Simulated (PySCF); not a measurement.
Results of a calculation; reference values are marked as such.
**Si3H6ClO**

The system: Si3H6ClO, a small molecule (built as: Si site whose three back bonds go to SiH3, OSiH3, Cl); neutral, doublet. The structure, one conformer, was relaxed in the gas phase by PBE0-D3(BJ)/def2-SVP. No frequency run checks that it is a minimum.

SMILES: [SiH3]O[Si]([SiH3])Cl

```tsv
atom	x (Å)	y (Å)	z (Å)
Si1	-0.308	-1.110	-0.112
Si2	-2.210	-0.379	1.073
O3	0.884	0.024	0.059
Si4	2.276	0.691	-0.579
Cl5	-0.836	-1.207	-2.134
H6	-2.650	0.966	0.588
H7	-3.299	-1.378	0.856
H8	-1.877	-0.307	2.528
H9	2.353	2.109	-0.130
H10	3.460	-0.061	-0.071
H11	2.239	0.625	-2.068
```

EPR values by unrestricted B3LYP, IGLO-III on Cl O Si, pcH-1 on H.

Predict g and the largest hyperfine couplings. Where does the spin sit?

g = 2.0007, 2.0021, 2.0090. The spin sits on Si1 (73 %, bonded to 1 Cl + 1 O + 1 Si) by Mulliken populations.
```csv
atom,isotope,isotropic (MHz),"dipolar, principal values (MHz)"
Si1,29Si,-669.9,"-129.9, 63.2, 66.7"
Si2,29Si,-160.9,"-35.9, 16.7, 19.3"
H6,1H,53.3,"-3.1, -0.1, 3.1"
Cl5,35Cl,17.2,"-17.7, -16.8, 34.6"
O3,17O,-22.0,"-26.1, 12.5, 13.6"
H8,1H,-6.1,"-2.9, -1.2, 4.1"
```

How do the isotropic couplings move with BHandHLYP?

Si1 -669.9 to -706.2 MHz, Si2 -160.9 to -159.2 MHz, H6 53.3 to 53.1 MHz, Cl5 17.2 to 20.4 MHz.

The 2 runs behind this took 2.4 min in all, one thread each of Arm Neoverse V2 on a shared host, launched as `OMP_NUM_THREADS=1 python cluster_run.py task.json out`.
